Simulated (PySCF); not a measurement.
# SiSe⁺ at UHF-MP2

Computed with UHF-MP2; Si def2-SVP, Se def2-SVP; no relativity (PySCF 2.14).

For SiSe⁺, the state is ²Π (doublet), unpaired electrons π ↑, the bond length is 2.212 Å and the harmonic wavenumber is 482 cm⁻¹. The force constant is 2.83 mdyn/Å, the rotational constant Be is 0.1663 cm⁻¹ and the anharmonicity ωexe is 1.44 cm⁻¹. The vibration–rotation constant αe is 0.000699 cm⁻¹ and the well depth De to Si⁺ + Se is 76.2 kcal/mol. The dissociation energy D0 is 75.5 kcal/mol.

Correlated steps freeze 14 core orbitals. Correlated levels converge slowly with the basis: in double zeta they bind strong bonds too weakly, by up to about 1 eV, and carry superposition errors of some tenths. Spin–orbit coupling is left out. For an ion De counts to the pair picked by the measured ionisation energies or electron affinities, which need not be the lowest pair at this level. The state was picked by a PBE0 search and need not be the measured ground state.
